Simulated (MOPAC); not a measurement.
MOPAC input (PM6):

```
PM6 FORCE THERMO(298,298) PRECISE LET CHARGE=-1 GEO-OK AUX(PRECISION=9) THREADS=1
C3H7Ge

C    -2.72884709 1    0.28445322 1    0.23379675 1
C    -1.74227712 1    0.04121762 1   -0.61906443 1
C    -0.65610113 1   -0.89656651 1   -0.26697957 1
Ge    1.07507527 1    0.13653884 1    0.15689941 1
H    -3.56562378 1    0.90696065 1    0.09870182 1
H    -1.64572775 1    0.48505258 1   -1.60991832 1
H    -0.89377279 1   -1.46703840 1    0.64516928 1
H    -0.39309392 1   -1.58999623 1   -1.07540501 1
H     0.59384195 1    1.11020663 1    1.22605531 1
H     1.46349470 1    0.85354787 1   -1.12384499 1
H     2.14368795 1   -0.81579781 1    0.65546459 1
```

Output:

```
 *******************************************************************************
 **                                                                           **
 **                              MOPAC v23.2.5                                **
 **                                                                           **
 *******************************************************************************
 ** MOPAC's Digital Object Identifier: https://doi.org/10.5281/zenodo.6511958 **
 **                                                                           **
 ** Please cite the open-source release paper for use of this MOPAC version:  **
 ** J. E. Moussa and J. J. P. Stewart (2026)                                  **
 ** MOPAC: An open-source semiempirical molecular orbital program             **
 ** J. Open Source Softw., 11(119), 8025, https://doi.org/10.21105/joss.08025 **
 *******************************************************************************

                              PM6 CALCULATION RESULTS

 *******************************************************************************
 *  PM6        - The PM6 Hamiltonian to be used
 *  GEO-OK     - OVERRIDE INTERATOMIC DISTANCE AND OTHER SAFETY CHECKS
 *
 *
 *
 *                 CHARGE ON SYSTEM = -1
 *
 *
 *
 *  LET        - OVERRIDE SOME SAFETY CHECKS
 *  PRECISE    - TIGHTER CRITERIA TO BE USED
 *  FORCE      - FORCE CALCULATION SPECIFIED
 *  AUX        - OUTPUT AUXILIARY INFORMATION
 *  THERMO     - THERMODYNAMIC QUANTITIES TO BE CALCULATED
 *******************************************************************************
PM6 FORCE THERMO(298,298) PRECISE LET CHARGE=-1 GEO-OK AUX(PRECISION=9) THREADS=1
 C3H7Ge

   ATOM   CHEMICAL          X               Y               Z
  NUMBER   SYMBOL      (ANGSTROMS)     (ANGSTROMS)     (ANGSTROMS)

     1       C         -2.72884709  *   0.28445322  *   0.23379675  *
     2       C         -1.74227712  *   0.04121762  *  -0.61906443  *
     3       C         -0.65610113  *  -0.89656651  *  -0.26697957  *
     4      Ge          1.07507527  *   0.13653884  *   0.15689941  *
     5       H         -3.56562378  *   0.90696065  *   0.09870182  *
     6       H         -1.64572775  *   0.48505258  *  -1.60991832  *
     7       H         -0.89377279  *  -1.46703840  *   0.64516928  *
     8       H         -0.39309392  *  -1.58999623  *  -1.07540501  *
     9       H          0.59384195  *   1.11020663  *   1.22605531  *
    10       H          1.46349470  *   0.85354787  *  -1.12384499  *
    11       H          2.14368795  *  -0.81579781  *   0.65546459  *

          CARTESIAN COORDINATES

    NO.       ATOM           X           Y           Z

     1         C         -2.7288      0.2845      0.2338
     2         C         -1.7423      0.0412     -0.6191
     3         C         -0.6561     -0.8966     -0.2670
     4        Ge          1.0751      0.1365      0.1569
     5         H         -3.5656      0.9070      0.0987
     6         H         -1.6457      0.4851     -1.6099
     7         H         -0.8938     -1.4670      0.6452
[...]
 VIBRATION         23   23A           ATOM PAIR      ENERGY CONTRIBUTION    RADIAL
 FREQUENCY          2633.36         C  1 -- H  5         +44.5% ( 71.9%)     95.6%
 TRANSITION DIPOLE   0.5274         C  2 -- H  6         +32.3% ( 61.2%)     76.4%
 TRAVEL (Ang.)       0.2257         C  1 -- C  2         +12.9% ( 38.7%)    100.0%
 REDUCED MASS        0.5025         C  2 -- C  3          +4.5% ( 22.9%)     71.4%
 EFFECTIVE MASS      2.6399
 FORCE CONSTANT      2.0531

 VIBRATION         24   24A           ATOM PAIR      ENERGY CONTRIBUTION    RADIAL
 FREQUENCY          2670.80         C  3 -- H  8         +49.5% ( 73.0%)     98.6%
 TRANSITION DIPOLE   0.3251         C  3 -- H  7         +35.2% ( 61.6%)     97.1%
 TRAVEL (Ang.)       0.2505         C  2 -- H  6          +8.7% ( 30.6%)     98.8%
 REDUCED MASS        0.4023         C  1 -- H  5          +3.5% ( 19.4%)    100.0%
 EFFECTIVE MASS      1.4941
 FORCE CONSTANT      1.6909

 VIBRATION         25   25A           ATOM PAIR      ENERGY CONTRIBUTION    RADIAL
 FREQUENCY          2694.50         C  2 -- H  6         +51.2% ( 74.6%)     99.4%
 TRANSITION DIPOLE   0.3866         C  1 -- H  5         +29.5% ( 56.6%)     99.4%
 TRAVEL (Ang.)       0.2533         C  3 -- H  8         +10.4% ( 33.6%)     99.0%
 REDUCED MASS        0.3900         C  2 -- C  3          +2.5% ( 16.3%)      2.7%
 EFFECTIVE MASS      1.4719
 FORCE CONSTANT      1.6684

 VIBRATION         26   26A           ATOM PAIR      ENERGY CONTRIBUTION    RADIAL
 FREQUENCY          2728.43         C  3 -- H  7         +60.9% ( 76.9%)     98.0%
 TRANSITION DIPOLE   0.2439         C  3 -- H  8         +36.0% ( 59.2%)     94.7%
 TRAVEL (Ang.)       0.2249         C  2 -- H  6          +2.0% ( 14.0%)     94.8%
 REDUCED MASS        0.4885         C  3 -- Ge 4          +0.5% (  6.8%)     17.4%
 EFFECTIVE MASS      1.2404
 FORCE CONSTANT      2.1428

 VIBRATION         27   27A           ATOM PAIR      ENERGY CONTRIBUTION    RADIAL
 FREQUENCY          3152.95         C  1 -- C  2         +45.3% ( 91.9%)     99.8%
 TRANSITION DIPOLE   2.2182         C  1 -- H  5         +20.0% ( 61.1%)     73.5%
 TRAVEL (Ang.)       0.0675         C  2 -- H  6         +12.3% ( 47.8%)     49.4%
 REDUCED MASS        4.6881         C  2 -- Ge 4         +11.2% ( 45.6%)     27.5%
 EFFECTIVE MASS     10.4820         C  2 -- C  3         +11.1% ( 45.6%)     22.4%
 FORCE CONSTANT     27.4588

      SYMMETRY NUMBER FOR POINT-GROUP C1  =  1

          SYSTEM IS A GROUND STATE

 C3H7Ge

          MOLECULE IS NOT LINEAR

          THERE ARE 27 GENUINE VIBRATIONS IN THIS SYSTEM
          THIS THERMODYNAMICS CALCULATION IS LIMITED TO
          MOLECULES WHICH HAVE NO INTERNAL ROTATIONS

                    CALCULATED THERMODYNAMIC PROPERTIES
                                          *
   TEMP. (K)   PARTITION FUNCTION   H.O.F.    ENTHALPY  HEAT CAPACITY ENTROPY
                                   KCAL/MOL   CAL/MOLE    CAL/K/MOL  CAL/K/MOL

 298.00  VIB.     0.3274D+02                  2412.7028    17.0627    15.0288
         ROT.     0.1128D+06                   888.2803     2.9808    26.0980
         INT.     0.3692D+07                  3300.9831    20.0435    41.1268
         TRA.     0.1203D+28                  1480.4672     4.9680    40.1499
         TOT.                       68.389    4781.4503    25.0115    81.2767

   *: NOTE: HEATS OF FORMATION ARE RELATIVE TO THE
            ELEMENTS IN THEIR STANDARD STATE AT 298K
              (=  Standard Enthalpy of Formation).

            Hvib:  Zero-point energy is not included.
                   frequencies of less than zero cm-1 are not included.
            Hrot = (3/2)RT
            Htra = (3/2)RT + pV = (5/2)RT

            Heat capacity is Cp, not Cv

          For more information, see: HTTP://OpenMOPAC.net/Manual/thermochemistry.html

           FORCE CONSTANT IN CARTESIAN COORDINATES (Millidynes/A)

    ATOM   CHEMICAL       X               Y               Z
   NUMBER   SYMBOL  FORCE CONSTANT  FORCE CONSTANT  FORCE CONSTANT

      1       C       35.439985        2.889448        0.829503
      2       C       35.311305        6.957721        2.005111
      3       C        5.636172        6.683771        3.661403
      4      Ge        4.203852        4.517257        2.783823
      5       H        2.187221        2.243512        0.324907
      6       H        1.882262        3.037609        0.299295
      7       H        1.798830        2.878997        0.709606
      8       H        2.654105        0.670427        2.002569
      9       H        2.073157        0.251520        1.232232
     10       H        1.462355        1.870121        0.270388
     11       H        0.768040        2.650168        0.195165

 **********************
 *                    *
 * JOB ENDED NORMALLY *
 *                    *
 **********************

 == MOPAC DONE ==
```

The dipole moment of an ion depends on the origin.
